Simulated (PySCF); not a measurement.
**S (sulfur, neutral) across methods**

[Ne] 3s1 3p4 3d1, one real determinant (an excited configuration). All numbers are calculated (PySCF 2.14, the spin-free X2C one-electron Hamiltonian (Gaussian nucleus), in aug-cc-pCVTZ-DK with one added diffuse shell each of s, p, d, f type (9s8p6d4f, 91 functions)).

```tsv
method	E (hartree)	mean ε 3p α (eV)	mean ε 3p β (eV)	mean ε 3d α (eV)	Σ⟨r²⟩ (bohr²)	⟨S²⟩
LDA	-397.1414	-12.210	-9.446	-0.466	49.29	6.003
UHF	-397.93384	-18.213	-12.004	-1.969	49.87	6.014
PBE	-398.3763	-12.230	-9.526	-0.535	49.87	6.003
B97-3	-398.4705	-13.906	-10.627	-0.947	51.07	6.005
PW91	-398.5366	-12.245	-9.539	-0.540	49.51	6.003
PBE0	-398.3982	-13.836	-10.469	-0.944	49.36	6.004
CAM-B3LYP	-398.5362	-15.073	-11.893	-1.521	48.93	6.004
BP86	-398.5910	-12.303	-9.746	-0.655	49.95	6.004
r2SCAN	-398.5210	-12.780	-9.512	-0.473	49.04	6.008
```

⟨L²⟩ = 8.01 against 12 for a pure F term, so this real determinant mixes terms. The outer electron is Rydberg-like, and this basis confines it to a smaller radius and binds it less than a complete one would.
